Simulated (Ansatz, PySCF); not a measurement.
Gas-phase reaction (SMILES): COBOC [dimethoxyborane] + Cl (HCl) -> COB(Cl)OC [chloro(dimethoxy)borane] + [H][H] (H2); hydrogen chloride cleaves one B-H bond, a model of a ligand-exchange step.

Geometries: B3LYP-D3(BJ)/def2-TZVP minima from Ansatz (an electronic-structure program), one conformer each, not searched for the lowest. Valence correlation only, unless marked. Spin-orbit coupling is left out. No relativistic terms. Basis-set limits of correlation are two-point, X^-3; Hartree-Fock from the larger set. [CCSD(T)-MP2]/basis is that difference in the basis named. Thermal terms are rigid-rotor harmonic-oscillator values from B3LYP-D3(BJ) frequencies (Ansatz or PySCF) at 298.15 K and 1 atm. 1 Eh = 627.5095 kcal/mol.

| species | E, RI-MP2/CBS(cc-pV(T+d)Z,cc-pV(Q+d)Z)+[CCSD(T)-MP2]/cc-pV(T+d)Z (Ansatz) (Eh) | E, PBE-D3(BJ)/def2-TZVPD (Ansatz + dftd3) (Eh) | H - E (Eh) |
|---|---|---|---|
| COBOC | -255.52801 | -255.58856 | 0.10627 |
| Cl (HCl) | -460.37804 | -460.62865 | 0.01000 |
| COB(Cl)OC | -714.75349 | -715.07467 | 0.09987 |
| [H][H] (H2) | -1.17529 | -1.16598 | 0.01336 |

Q: Work out ΔE and ΔH at 298.15 K at the first level, then ΔH at the second.

A: 
1. ΔE = [(-714.75349) + (-1.17529)] - [(-255.52801) + (-460.37804)] = -0.02273 Eh = -14.3 kcal/mol at RI-MP2/CBS(cc-pV(T+d)Z,cc-pV(Q+d)Z)+[CCSD(T)-MP2]/cc-pV(T+d)Z.
2. The terms H - E add up to -0.00304 Eh, so ΔH = (-0.02273 + (-0.00304))×627.5095 = -16.2 kcal/mol.
3. At PBE-D3(BJ)/def2-TZVPD the same steps give ΔE = -14.7 and ΔH = -16.6 kcal/mol, a shift of -0.4 from the first level.
4. These values are not checked against measurement here, since the tables used lack a sound gas-phase enthalpy of formation for at least one species.
